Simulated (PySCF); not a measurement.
# SMILES Cc1ccc2nccnc2c1, C9H8N2

Molfile (atoms numbered from 1):
```
C9H8N2
     RDKit          3D

 19 20  0  0  0  0  0  0  0  0999 V2000
   -3.1520   -0.3533   -0.1364 C   0  0  0  0  0  0  0  0  0  0  0  0
   -1.6867   -0.0520   -0.0438 C   0  0  0  0  0  0  0  0  0  0  0  0
   -1.2605    1.2892    0.1814 C   0  0  0  0  0  0  0  0  0  0  0  0
    0.0686    1.6178    0.2726 C   0  0  0  0  0  0  0  0  0  0  0  0
    1.0596    0.6127    0.1427 C   0  0  0  0  0  0  0  0  0  0  0  0
    2.3712    0.9383    0.2334 N   0  0  0  0  0  0  0  0  0  0  0  0
    3.2304   -0.0411    0.1038 C   0  0  0  0  0  0  0  0  0  0  0  0
    2.8234   -1.3828   -0.1209 C   0  0  0  0  0  0  0  0  0  0  0  0
    1.5639   -1.7276   -0.2128 N   0  0  0  0  0  0  0  0  0  0  0  0
    0.6484   -0.7356   -0.0831 C   0  0  0  0  0  0  0  0  0  0  0  0
   -0.7324   -1.0389   -0.1719 C   0  0  0  0  0  0  0  0  0  0  0  0
   -3.6161    0.1965   -0.9711 H   0  0  0  0  0  0  0  0  0  0  0  0
   -3.3361   -1.4250   -0.2908 H   0  0  0  0  0  0  0  0  0  0  0  0
   -3.6777   -0.0447    0.7814 H   0  0  0  0  0  0  0  0  0  0  0  0
   -2.0187    2.0709    0.2828 H   0  0  0  0  0  0  0  0  0  0  0  0
    0.4027    2.6427    0.4449 H   0  0  0  0  0  0  0  0  0  0  0  0
    4.2975    0.2020    0.1739 H   0  0  0  0  0  0  0  0  0  0  0  0
    3.5778   -2.1723   -0.2236 H   0  0  0  0  0  0  0  0  0  0  0  0
   -1.0066   -2.0820   -0.3449 H   0  0  0  0  0  0  0  0  0  0  0  0
  1  2  1  0
  2  3  2  0
  3  4  1  0
  4  5  2  0
  5  6  1  0
  6  7  2  0
  7  8  1  0
  8  9  2  0
  9 10  1  0
 10 11  2  0
 11  2  1  0
 10  5  1  0
  1 12  1  0
  1 13  1  0
  1 14  1  0
  3 15  1  0
  4 16  1  0
  7 17  1  0
  8 18  1  0
 11 19  1  0
M  END
```

Level of theory: TDDFT CAM-B3LYP/aug-cc-pVDZ excited states, vertical, gas phase (PySCF 2.14.0). Geometry: PBE0-D3(BJ)/def2-SVP.

(1) How strongly do the lowest singlets absorb one photon, and two photons of half the energy?

## Answers

(1) δ for parallel linear polarisation; σ at the peak of a Lorentzian of half width 0.1 eV, single beam; Ω is circular over linear.
| state | E (eV) | f | photon λ (nm) | δ (au) | σ (GM) | Ω | main |
| --- | --- | --- | --- | --- | --- | --- | --- |
| S1 | 3.81 | 0.003 | 651 | <0.1 | 0.00 | – | HOMO−2→LUMO 0.95 |
| S2 | 4.43 | 0.083 | 559 | 49.6 | 0.36 | 0.76 | HOMO→LUMO 0.74, HOMO−1→LUMO 0.12 |
| S3 | 4.59 | 0.050 | 540 | 1.78 | 0.01 | 1.44 | HOMO−1→LUMO 0.64, HOMO→LUMO 0.20 |
| S4 | 5.12 | 0.000 | 484 | 0.61 | 0.01 | 1.50 | HOMO−2→LUMO+1 0.85 |
| S5 | 5.61 | 0.000 | 442 | 5.03 | 0.06 | 1.50 | HOMO−3→LUMO 0.84, HOMO−2→LUMO+1 0.08 |
| S6 | 5.82 | 0.755 | 426 | 254 | 3.15 | 0.55 | HOMO→LUMO+1 0.60, HOMO−1→LUMO 0.17 |

Among these, the strongest one-photon state is S6, the strongest two-photon state S6, with a dipole change of 1.6 D (relaxed, norm of the difference vector).
